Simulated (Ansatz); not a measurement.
A run on CH3FO2Si, SMILES `FC1O[SiH2]O1` with other settings.

```yaml
crystal:
  periodic: [false, false, false]
  atoms:
    - {symbol: F, position_ang: [-0.685769, 0.851683, 1.785584]}
    - {symbol: C, position_ang: [0.021014, 0.831039, 0.636698]}
    - {symbol: O, position_ang: [0.888663, -0.271045, 0.614909]}
    - {symbol: Si, position_ang: [0.039073, -0.842874, -0.708073]}
    - {symbol: O, position_ang: [-0.822597, 0.568329, -0.452887]}
    - {symbol: H, position_ang: [0.544995, 1.786229, 0.547804]}
    - {symbol: H, position_ang: [-0.703791, -2.106659, -0.510979]}
    - {symbol: H, position_ang: [0.810510, -0.873901, -1.968757]}
basis:
  gaussian: {orbitals: def2-SVP}
hamiltonian: {xc: {name: revPBE0}, dispersion: d3bj}
accuracy: high
```

```sh
$ ansatz run in.yaml --threads 2 --pin off --events-out ev --progress --plain --max-ram 4352MiB
```

It prints (some lines left out):

```
Functional definition: revPBE0
1994 factors; integrals over basis functions are off by at most 3.5e-9 eV
mean field evaluation 1: about -15756.7295 eV, gradient 5.2e1 eV
mean field evaluation 2: about -15752.5342 eV, gradient 7.1e1 eV
mean field evaluation 4: about -15761.1412 eV, gradient 2.2e0 eV
mean field evaluation 8: about -15761.4062 eV, gradient 2.3e-1 eV
mean field evaluation 16: about -15761.4063 eV, gradient 4.9e-5 eV
mean field -15761.40634491 eV, -579.2209997106 hartree, gradient 3.3e-8 eV, S^2 0.000000; 0 other end points of the search recorded, 0 dependent functions left out
reference -15761.40634757 eV, -579.2209998081 hartree; 24, 24 occupied and 65, 65 virtual orbitals, 1994 factors
Total energy: -15761.72437294 eV, -579.2326870252 hartree
```

Run time 3.9 s (2 threads of an Intel Xeon Platinum 8375C on a shared host); peak host memory 0.39 GiB.
